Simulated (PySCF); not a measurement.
## Correlation energy of O⁺ (oxygen, charge +1)

[He] 2s2 2p3, high-spin 4S determinant. Computed with PySCF 2.14 in x2c-TZVPall, with scalar relativity by spin-free X2C-1e. Frozen: 1s2; 5 electrons correlated.

MP2 pair energies summed by pair of shells (mhartree):

```tsv
pair	energy	share (%)
2s-2p	-63.24	65.8
2p-2p	-23.12	24.0
2s-2s	-9.77	10.2
```

Total MP2 correlation energy: -96.12 mhartree.

Same-spin part -28.39 and opposite-spin part -67.73 mhartree; SCS-MP2 scales them by 1/3 and 6/5 to -90.74 mhartree.

```json
{"level": "CCSD", "correlation energy (mhartree)": "-111.40"}
{"level": "(T)", "correlation energy (mhartree)": "-1.55"}
{"level": "CCSD(T)", "correlation energy (mhartree)": "-112.95"}
```

Diagnostics: T1 = 0.0041, D1 = 0.0088, largest double amplitude 0.036.

Cost of the coupled-cluster step: 0.33 s of wall time on 1 thread of Neoverse-V1 (shared host), for 5 correlated electrons.

Iterations:

```
CC2 = 0
CCSD nocc = (np.int64(4), np.int64(1)), nmo = (30, 30)
frozen orbitals [[0], [0]]
max_cycle = 100
direct = 0
conv_tol = 1e-08
conv_tol_normt = 1e-06
diis_space = 8
diis_start_cycle = 0
Init t2, MP2 energy = -0.0961234230555222
Init E_corr(UCCSD) = -0.0961234230562873
cycle = 1  E_corr(UCCSD) = -0.108237724122867  dE = -0.0121143011  norm(t1,t2) = 0.0240632
cycle = 2  E_corr(UCCSD) = -0.110459429122852  dE = -0.002221705  norm(t1,t2) = 0.00792127
cycle = 3  E_corr(UCCSD) = -0.111440426899848  dE = -0.000980997777  norm(t1,t2) = 0.00324558
cycle = 4  E_corr(UCCSD) = -0.111395675592396  dE = 4.47513075e-05  norm(t1,t2) = 0.000535648
cycle = 5  E_corr(UCCSD) = -0.111403325285925  dE = -7.64969353e-06  norm(t1,t2) = 0.000106362
cycle = 6  E_corr(UCCSD) = -0.111403403434469  dE = -7.8148544e-08  norm(t1,t2) = 1.05642e-05
cycle = 7  E_corr(UCCSD) = -0.111403467834438  dE = -6.43999687e-08  norm(t1,t2) = 1.28232e-06
cycle = 8  E_corr(UCCSD) = -0.1114034497551  dE = 1.80793383e-08  norm(t1,t2) = 1.96719e-07
cycle = 9  E_corr(UCCSD) = -0.111403451351023  dE = -1.59592292e-09  norm(t1,t2) = 3.20765e-08
UCCSD converged
E(UCCSD) = -74.53802242696921  E_corr = -0.1114034513510227
UCCSD(T) correction = -0.0015502981156237
```
